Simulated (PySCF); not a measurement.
Germanium: a sound run and one with changed settings

Sound run: Ge [Ar] 3d10 4s2 4p2, Ge⁺ [Ar] 3d10 4s2 4p1. All numbers are calculated (PySCF 2.14, no relativity, point nucleus, in def2-TZVP (6s5p4d1f, 48 functions)). The sound run starts from symmetry-adapted Hartree-Fock orbitals and uses a fine grid where one is needed.

A second run was set up differently.

| species | method | sound run (hartree) | changed run (hartree) | converged |
| --- | --- | --- | --- | --- |
| Ge | UHF | -2075.32100 | -2075.32100 | yes |
| Ge | PBE0 | -2076.65516 | -2076.63633 | yes |
| Ge | M06-2X | -2076.92491 | -2076.95423 | yes |
| Ge⁺ | UHF | -2075.04761 | -2075.04761 | yes |
| Ge⁺ | PBE0 | -2076.36328 | -2076.34380 | yes |
| Ge⁺ | M06-2X | -2076.64030 | -2076.65984 | yes |

Ionisation energy of Ge:

```tsv
method	sound run (eV)	changed run (eV)
UHF	7.439	7.439
PBE0	7.942	7.960
M06-2X	7.744	8.011
```

(1) What was changed?
A. all electrons correlated in a valence basis
B. minimal basis
C. radial grid too coarse
D. too few SCF iterations

## Answers

(1) C. It used radial step 0.5 in ln r (0.13 in the sound run). A coarse radial grid mis-integrates the density and the exchange-correlation energy, with errors of either sign; Hartree-Fock needs no grid.
